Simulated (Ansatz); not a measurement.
`[CH3][Zn][CH2]Cl` + `C#N` → `CC#N` + `Cl[CH2][ZnH]`  (formal exchange of groups at a C–Zn bond)

Gas-phase electronic energies from Ansatz, PBE0-D4/def2-TZVP geometries. CCSD(T)/CBS adds triple-zeta CCSD(T) − MP2 to the extrapolated MP2 energy (def2 sets, frozen cores). This one scheme is used for every species. DFT in def2-TZVPP. For Zn outer-core shells are correlated without core-valence functions, which leaves a few kJ/mol of doubt a bond. Scalar relativity is left out up to krypton. One conformer a species, not always the lowest.

Is it downhill or uphill in electronic energy at CCSD(T)/CBS, and by how much? (Estimate.)

Ansatz gave: Nearly level: ΔE = -0.01 eV.

What do these levels give: PBE0-D4, ωB97M-V, PBE0, HF/def2-QZVPP, MP2/def2-QZVPP, HF/CBS(def2)? (Best estimate.)

Ansatz gave: PBE0-D4 -0.16, ωB97M-V -0.10, PBE0 -0.16, HF/def2-QZVPP -0.27, MP2/def2-QZVPP 0.02, HF/CBS(def2) -0.27 eV.

Largest T1 diagnostic among the species: 0.014.

In def2-TZVPP, CCSD(T) changes the Hartree–Fock value by +0.22 eV (the triples alone add +0.03 eV) and MP2 by +0.27 eV.
